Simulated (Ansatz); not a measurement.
Harmonic vibrations of the cluster Pd₂O₂⁻ by finite differences.

```yaml
crystal:
  periodic: [false, false, false]
  atoms:
    - {symbol: Pd, position_ang: [-1.248661, -0.030060, 0.004873]}
    - {symbol: Pd, position_ang: [1.248389, 0.030067, -0.004970]}
    - {symbol: O, position_ang: [0.036605, -1.519493, -0.034091]}
    - {symbol: O, position_ang: [-0.036333, 1.519486, 0.034188]}
basis:
  gaussian: {orbitals: def2-TZVPD}
total_charge: -1
magnetization: {spin_polarized: true, initial_magnetization: 1}
hamiltonian: {xc: r2scan, dispersion: d4}
scf: {omitted_lower_state_checks: [starts]}
phonons: {temperatures: {t_min: 298.15, t_max: 900, t_step: 200}}
```

```sh
$ ansatz run in.yaml --threads 2 --pin off --events-out ev --progress --plain --max-ram 4352MiB
```

Output, abridged:

```
Functional definition: r2SCAN
mean field -11056.90019360 eV, -406.3335874787 hartree, gradient 3.2e-6 eV, S^2 0.765208; 0 other end points of the search recorded, 0 dependent functions left out
mean field -11056.90013879 eV, -406.3335854645 hartree, gradient 2.7e-6 eV, S^2 0.765211; 0 other end points of the search recorded, 0 dependent functions left out
mean field -11056.90013993 eV, -406.3335855064 hartree, gradient 3.4e-6 eV, S^2 0.765206; 0 other end points of the search recorded, 0 dependent functions left out
mean field -11056.90016310 eV, -406.3335863580 hartree, gradient 2.4e-6 eV, S^2 0.765208; 0 other end points of the search recorded, 0 dependent functions left out
mean field -11056.90016430 eV, -406.3335864019 hartree, gradient 2.6e-6 eV, S^2 0.765208; 0 other end points of the search recorded, 0 dependent functions left out
mean field -11056.90018948 eV, -406.3335873273 hartree, gradient 2.4e-6 eV, S^2 0.765208; 0 other end points of the search recorded, 0 dependent functions left out
mean field -11056.90018798 eV, -406.3335872720 hartree, gradient 2.3e-6 eV, S^2 0.765208; 0 other end points of the search recorded, 0 dependent functions left out
mean field -11056.90014406 eV, -406.3335856580 hartree, gradient 3.4e-6 eV, S^2 0.765205; 0 other end points of the search recorded, 0 dependent functions left out
mean field -11056.90013458 eV, -406.3335853099 hartree, gradient 2.6e-6 eV, S^2 0.765212; 0 other end points of the search recorded, 0 dependent functions left out
mean field -11056.90016353 eV, -406.3335863737 hartree, gradient 2.7e-6 eV, S^2 0.765208; 0 other end points of the search recorded, 0 dependent functions left out
mean field -11056.90016369 eV, -406.3335863797 hartree, gradient 2.4e-6 eV, S^2 0.765208; 0 other end points of the search recorded, 0 dependent functions left out
mean field -11056.90018947 eV, -406.3335873269 hartree, gradient 2.2e-6 eV, S^2 0.765208; 0 other end points of the search recorded, 0 dependent functions left out
mean field -11056.90018799 eV, -406.3335872724 hartree, gradient 2.8e-6 eV, S^2 0.765208; 0 other end points of the search recorded, 0 dependent functions left out
mean field -11056.90018037 eV, -406.3335869926 hartree, gradient 2.9e-6 eV, S^2 0.765210; 0 other end points of the search recorded, 0 dependent functions left out
mean field -11056.90018457 eV, -406.3335871469 hartree, gradient 3.0e-6 eV, S^2 0.765208; 0 other end points of the search recorded, 0 dependent functions left out
mean field -11056.90013130 eV, -406.3335851891 hartree, gradient 1.9e-6 eV, S^2 0.765193; 0 other end points of the search recorded, 0 dependent functions left out
mean field -11056.90014206 eV, -406.3335855846 hartree, gradient 2.1e-6 eV, S^2 0.765222; 0 other end points of the search recorded, 0 dependent functions left out
mean field -11056.90018785 eV, -406.3335872672 hartree, gradient 2.1e-6 eV, S^2 0.765207; 0 other end points of the search recorded, 0 dependent functions left out
mean field -11056.90018959 eV, -406.3335873312 hartree, gradient 2.6e-6 eV, S^2 0.765208; 0 other end points of the search recorded, 0 dependent functions left out
mean field -11056.90018040 eV, -406.3335869937 hartree, gradient 2.9e-6 eV, S^2 0.765209; 0 other end points of the search recorded, 0 dependent functions left out
mean field -11056.90018453 eV, -406.3335871455 hartree, gradient 3.0e-6 eV, S^2 0.765209; 0 other end points of the search recorded, 0 dependent functions left out
mean field -11056.90014274 eV, -406.3335856095 hartree, gradient 2.1e-6 eV, S^2 0.765223; 0 other end points of the search recorded, 0 dependent functions left out
mean field -11056.90013062 eV, -406.3335851641 hartree, gradient 2.0e-6 eV, S^2 0.765193; 0 other end points of the search recorded, 0 dependent functions left out
mean field -11056.90018809 eV, -406.3335872762 hartree, gradient 2.1e-6 eV, S^2 0.765208; 0 other end points of the search recorded, 0 dependent functions left out
mean field -11056.90018934 eV, -406.3335873222 hartree, gradient 2.5e-6 eV, S^2 0.765207; 0 other end points of the search recorded, 0 dependent functions left out
Total energy: -11056.92994063 eV, -406.3346806620 hartree
Atom 0 at    -1.248661    -0.030060     0.004873 Å, force     0.000939    -0.000209     0.000297 eV/Å
Atom 1 at     1.248389     0.030067    -0.004970 Å, force     0.000726    -0.000062     0.000301 eV/Å
Atom 2 at     0.036605    -1.519493    -0.034091 Å, force    -0.000877    -0.000600    -0.000316 eV/Å
Atom 3 at    -0.036333     1.519486     0.034188 Å, force    -0.000788     0.000872    -0.000283 eV/Å
Dipole moment:    -0.000404     0.000003    -0.000063 e Å
Vibrations: 244.24 246.65 270.03 290.27 507.10 635.82 cm⁻¹, zero-point energy 0.136018 eV
Checks for a lower state left out: starts
```

Run time 2.9 min (2 threads of Arm Neoverse V2 on a shared host).

In the def2 sets Pd takes a core potential; there is no spin–orbit coupling. The structure comes from a short search, and lower isomers may exist.
